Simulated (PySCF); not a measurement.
BrCl₂⁺ at several levels of theory

All levels use the PBE0 minimum (singlet; Br–Cl 2.101 Å (×2); Cl–Br–Cl 105.9°), basis [Br def2-TZVP, Cl def2-TZVP], no relativity, density fitting, no spin–orbit coupling, PySCF. Dipoles are about the centre of mass.

Coordinates in bohr (charge 1 multiplicity 1):
```
Br    0.0000    0.0000   -1.1237
Cl    3.1677    0.0000    1.2688
Cl   -3.1677    0.0000    1.2688
```

```csv
level,−ε(HOMO) (eV),gap (eV),dipole (D)
HF,?,?,?
PBE0,?,?,?
PBE,13.41,2.15,0.20
B3LYP,14.54,3.97,0.26
```

Fill in the row of PBE0.

−ε(HOMO) (eV) 14.82, gap (eV) 4.48, dipole (D) 0.25.

Fill in the row of HF.

−ε(HOMO) (eV) 18.02, gap (eV) 11.71, dipole (D) 0.27.
